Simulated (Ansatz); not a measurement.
Harmonic frequencies (cm⁻¹) at PBE0-D4/def2-TZVP from Ansatz: 74, 98, 119, 125, 153, 226, 266, 280, 314, 404, 455, 596, 1022, 1095, 1120, 1161, 1242, 1316, 1444, 1469, 1472, 1480, 1498, 1518, 2991, 2996, 3033, 3042, 3126, 3126.

Each molecule was computed in one conformer, which needn't be the lowest.

(1) Which molecule is it?
A. `[NH2][Ga]([F])[O][SiH3]`
B. `[NH2][Ga]([NH2])[NH2]`
C. `C[N](C)[Ga]([Cl])[Cl]`
D. `C=C[CH2][GaH][Cl]`

## Answers

(1) C.
